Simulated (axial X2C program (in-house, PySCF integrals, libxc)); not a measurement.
Which molecule has these constants?

Computed with an in-house relativistic program for diatomic molecules, spin-free (one-electron X2C) or two-component (2c: spin–orbit coupling with atomic mean-field Coulomb and Gaunt terms, which also bring small scalar terms), in Dyall basis sets with cores contracted in-house; open shells are unrestricted.

A two-component PBE0 calculation in a Dyall 3-zeta basis gave Re = 2.175 Å, ωe = 556.3 cm⁻¹, dipole magnitude 1.43 D, Ω = 3/2.

**Question.** Which molecule is it?
A. BI
B. RhB
C. CdB
D. SnB
E. SrB

**Answer.** D. The others have SrB 2.440 Å and 434.5 cm⁻¹ (Ω = 3/2); BI 2.137 Å and 576.9 cm⁻¹ (Ω = 0); RhB 1.670 Å and 982.6 cm⁻¹ (Ω = 0); CdB 2.398 Å and 282.3 cm⁻¹ (Ω = 1/2).

Each entry is the lowest single determinant of a limited PBE0 search at one distance. De goes to single-determinant-based atoms at the same level (for ions the charge split of lowest energy) and is withheld (n/a) where an atom does not fit its ground term or J level. Main or longest-lived isotopes. One determinant is a doubtful description, or other states lie close, for SnB, SrB, CdB; these need not be ground states, and all values refer to the states named. With several unpaired electrons the Ω given is that of one determinant, not necessarily of the lowest component. Some light 2c atoms are not at their ground J level, so De misses part of their lowering (0.04 eV or less). The functionals have no current term, which raises determinants with orbital currents. Where the atoms have a lower orbital projection than the molecule, De at mean-field level may be about a tenth of an eV too small.
